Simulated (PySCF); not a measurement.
O₄Rh, SMILES [O]=[Rh+](=[O])(=[O])=[O], charge +1, multiplicity 1. Geometry optimised at PBE-D3(BJ)/def2-SVP. The multiplicity is an assumed one; other spin states were not compared. The def2 effective core potentials stand for the cores of Rh; spin–orbit coupling is left out.

The numbers are results of PBE-D3(BJ)/def2-SVP (PySCF), not measurements.

Harmonic wavenumbers (cm⁻¹): 312, 312, 333, 333, 333, 863, 907, 907, 907. Rotational constants (GHz): 4.091, 4.091, 4.091; symmetry number 12.

### Question
Work out the zero-point energy and the ideal-gas rigid-rotor harmonic-oscillator thermochemistry at 298.15 K and 1 atm.

### Answer
ZPE = ½ Σ hcν = ½ × 5206 cm⁻¹ = 31.14 kJ/mol. H − E(el) = 46.76 kJ/mol. Entropy in J/(mol K): translation 172.57, rotation 87.93, vibration 29.36, total 289.85. G − E(el) = -39.66 kJ/mol. Cp = 75.76 J/(mol K).
